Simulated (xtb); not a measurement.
Zn(F)(NMe2) (C2H6FNZn), SMILES C[N](C)[Zn][F]. All values are semi-empirical tight-binding results from xtb (GFN2-xTB unless named), good for trends rather than for accurate numbers. The structure is a stationary point at GFN2-xTB. The structure was generated by enumeration; whether it is a known compound was not checked. The values are those of a single conformer.

For metal compounds this method's bond lengths and energies can be far off.

```yaml
orbital_gap: 1.84 eV
zero_point_energy: 50.4 kcal/mol
G − E(el) at 298.15 K (modified RRHO): 30.1 kcal/mol
```
